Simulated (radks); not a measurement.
Task: The zinc ion Zn4+, configuration [Ar] 3d8 (the NIST ground configuration). Method: Dirac Kohn-Sham, PBE, spin-unpolarised, spherical densities, finite nucleus; open shells are shared between the two j in proportion to 2j + 1; Fermi nuclear charge, rms radius 3.9283 fm; computed with a radial shooting solver on a logarithmic mesh with Libxc functionals. Some entries of the table are withheld. Estimate them.

orbital  occ.  eigenvalue (eV)  <r^2> (bohr^2)
1s1/2       2              (1)        0.003405
2s1/2       2              (2)         0.06029
2p1/2       2              (3)         0.04717
2p3/2       4              (4)         0.04869
3s1/2       2        -194.7357          0.5202
3p1/2       2        -150.6213          0.5598
3p3/2       4        -147.4332          0.5754
3d3/2     3.2              (5)          0.7441
3d5/2     4.8              (6)          0.7515

Result: 
(1) 1s1/2 eigenvalue (eV): -9590.598
(2) 2s1/2 eigenvalue (eV): -1226.133
(3) 2p1/2 eigenvalue (eV): -1087.839
(4) 2p3/2 eigenvalue (eV): -1063.974
(5) 3d3/2 eigenvalue (eV): -73.5979
(6) 3d5/2 eigenvalue (eV): -73.1687
